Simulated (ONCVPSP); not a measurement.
# What one change does to a pseudopotential (Ta, ONCV)

| Quantity | Value |
| --- | --- |
| Element | tantalum (Ta) |
| Generator | ONCVPSP 4.0.1 |
| Type | optimised norm-conserving Vanderbilt (ONCV) |
| Functional | revPBE |
| Relativity | fully relativistic |
| Frozen core | [Kr] 4d10 4f14 |
| Valence charge | 13 |
| Reference configuration | 5s2 5p6 5d4 6s1 |
| Partial waves | 5s+6s: rc 1.80 bohr, ncon 3, nbas 6, qcut 8.7 1/bohr, 2 projectors; 5p: rc 1.50 bohr, ncon 5, nbas 9, qcut 4.6 1/bohr, 2 projectors, debl 3.6 Ha; 5d: rc 3.00 bohr, ncon 4, nbas 9, qcut 5.9 1/bohr, 2 projectors, debl 1.2 Ha |
| Local potential | polynomial inside 1.50 bohr (lpopt 5, dvloc0 0 Ha) |
| Core correction | polynomial model core, fcfact 0.2 |

Open shells are filled in proportion to 2j + 1.

Change: p: qcut 7.

Cutoffs: the cutoffs (Ha) at which the residual kinetic energy of the hardest occupied pseudo-wave falls to 1 and 0.1 mHa per electron; they do not see the model core or the augmentation charge, which bear on the density cutoff. Errors are all-electron minus pseudo energies relative to the spin-unpolarised reference configuration.

How do hardness, ghosts and transferability respond?

The potential gets softer (98 Ha and 117 Ha → 26 Ha and 103 Ha); the errors of the 4 common tests hardly move; neither file shows a bound ghost.

```csv
quantity,base,changed
"cutoff, loose",98 Ha,26 Ha
"cutoff, tight",117 Ha,103 Ha
loose cutoff by channel,"s 20 Ha, p 98 Ha, d 10 Ha","s 20 Ha, p 26 Ha, d 10 Ha"
bound ghosts,none,none
GHOST(+) flags under 300 eV,s at 285.3 eV,s at 285.3 eV
"error for 5s2 5p6 5d3 6s2, meV [ΔE -2.08 eV]",+4.1,+4.3
"error for 5s2 5p6 5d3 6s1, meV [ΔE 6.32 eV]",+1.2,+1.3
"error for 5s2 5p6 5d3 6s0, meV [ΔE 21.15 eV]",-7.3,-7.4
"error for 5s2 5p6 5d4 6s0, meV [ΔE 7.71 eV]",+0.2,+0.2
s: phases at 1.83 bohr within 0.05 rad from the reference energy up to (Ha; the scan ends near 5),to the end of the scan,to the end of the scan
p3/2: phases at 1.52 bohr within 0.05 rad from the reference energy up to (Ha; the scan ends near 5),to the end of the scan,to the end of the scan
p1/2: phases at 1.52 bohr within 0.05 rad from the reference energy up to (Ha; the scan ends near 5),to the end of the scan,to the end of the scan
d5/2: phases at 3.05 bohr within 0.05 rad from the reference energy up to (Ha; the scan ends near 5),3.5,3.5
d3/2: phases at 3.05 bohr within 0.05 rad from the reference energy up to (Ha; the scan ends near 5),3.4,3.4
"rms error of d²Exc/dni dnj with the model core, mHa",3.04,3.06
```
